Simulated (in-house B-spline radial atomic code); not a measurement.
## Ne4+: [He] 2s2 2p2

Computed with a radial B-spline atomic code at the basis-set limit: non-relativistic LC-wPBE, spin-polarised, spherical fractional occupations, exact exchange averaged over the configuration, point nucleus.

Screening seen three ways: the hydrogenic charge with the same mean radius, Z_r = [3n² - l(l+1)]/(2<r>), the one with the same energy, Z_e = n√(-2ε), and Slater's rules. Values are occupation-weighted means over spin.

```tsv
shell	electrons	ε (eV)	<r> (bohr)	Z_r	Z_e	Slater
1s	2	-956.83	0.1578	9.50	8.39	9.70
2s	2	-135.97	0.7667	7.83	6.32	7.25
2p	2	-117.89	0.7009	7.13	5.89	7.25
```

The least bound orbital is 2p up at -117.9 eV, while the most diffuse is 2s down (<r> = 0.7733 bohr against 0.7009 bohr): energy order and size order differ.
